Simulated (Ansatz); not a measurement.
Basis-set series for ClFHIOTi, SMILES `[OH][Ti]([F])([Cl])[I]`. Total charge 0; spin multiplicity 1. I: def2 effective core potential. The structure was optimised at the PBE0-D4/def2-TZVP level. It is one conformer, not always the lowest.

```
functional       basis  functions  energy (Eh)  HOMO (eV)  LUMO (eV)
   PBE0-D4    def2-SVP        108  -1782.39233      -8.00      -3.30
   PBE0-D4  def2-TZVPP        232  -1782.89514      -8.07      -3.27
   ωB97M-V    def2-SVP        108  -1782.74856      -9.99      -1.18
   ωB97M-V  def2-TZVPP        232  -1783.25426     -10.11      -1.18
```

Q: Give the rows for def2-QZVPP. (Best estimate.)

A: Computed: 
```csv
functional,basis,functions,energy (Eh),HOMO (eV),LUMO (eV)
PBE0-D4,def2-QZVPP,389,-1782.93521,-8.08,-3.28
ωB97M-V,def2-QZVPP,389,-1783.29193,-10.12,-1.20
```

Scalar relativity is left out up to krypton.
